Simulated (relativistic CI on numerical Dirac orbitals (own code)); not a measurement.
## Charge states of cadmium

Computed by Dirac-Coulomb-Breit CI, orbitals from a KLI potential per configuration, QED by a radiative potential, valence Slater integrals scaled by 0.9 (own radial code, finite nucleus).

Each species is treated in one configuration, given outside its closed core. Radial values are for the open shell of highest l, unscaled and averaged over j; ζ includes the Breit term. Labels give the leading LS character, summed over repeated terms.

```tsv
Ion	Configuration	Its lowest level	LS weight (%)	ζ (cm⁻¹)	Next level	E (cm⁻¹)	F² (cm⁻¹)	F⁴ (cm⁻¹)
Cd²⁴⁺	3d⁶	⁵D4	77	25400	⁵D2	31038	330200	212300
Cd²⁵⁺	3d⁵	⁶S5/2	80	26240	J = 5/2 (mixed)	81223	335600	215900
Cd²⁶⁺	3d⁴	⁵D0	56	27100	⁵D1	33287	341000	219600
Cd²⁷⁺	3d³	⁴F3/2	78	27990	⁴F5/2	41668	346300	223200
Cd²⁸⁺	3d²	?	?	?	?	?	?	?
Cd²⁹⁺	3d	²D3/2	100	29840	²D5/2	74822		
Cd³⁰⁺	3s²3p⁶	¹S0	100					
Cd³¹⁺	3s²3p⁵	²P°3/2	100	239200	²P°1/2	359420		
Cd³²⁺	3s²3p⁴	³P2	74	243800	¹S0	84994	317500	
Cd³³⁺	3s²3p³	J = 3/2 (mixed)	41	248500	J = 3/2 (mixed)	316040	319900	
Cd³⁴⁺	3s²3p²	³P0	76	253300	³P1	330330	322200	
Cd³⁵⁺	3s²3p	²P°1/2	100	258100	²P°3/2	387840		
Cd³⁶⁺	3s²	¹S0	100					
Cd³⁷⁺	3s	²S1/2	100					
Cd³⁸⁺	2s²2p⁶	¹S0	100					
Cd³⁹⁺	2s²2p⁵	²P°3/2	100	1.066e+06	²P°1/2	1.6023e+06		
Cd⁴⁰⁺	2s²2p⁴	³P2	72	1.089e+06	¹S0	254260	864900	
Cd⁴¹⁺	2s²2p³	J = 3/2 (mixed)	45	1.113e+06	⁴S°3/2	1.5037e+06	873700	
Cd⁴²⁺	2s²2p²	³P0	72	1.137e+06	³P1	1.5627e+06	882300	
Cd⁴³⁺	2s²2p	²P°1/2	100	1.162e+06	²P°3/2	1.7459e+06		
Cd⁴⁴⁺	2s²	¹S0	100					
Cd⁴⁵⁺	2s	²S1/2	100					
Cd⁴⁶⁺	1s²	¹S0	100
```

Fill in the row of Cd²⁸⁺.

Its lowest level ³F2; LS weight (%) 86; ζ (cm⁻¹) 28910; Next level ³F3; E (cm⁻¹) 60709; F² (cm⁻¹) 351600; F⁴ (cm⁻¹) 226800.
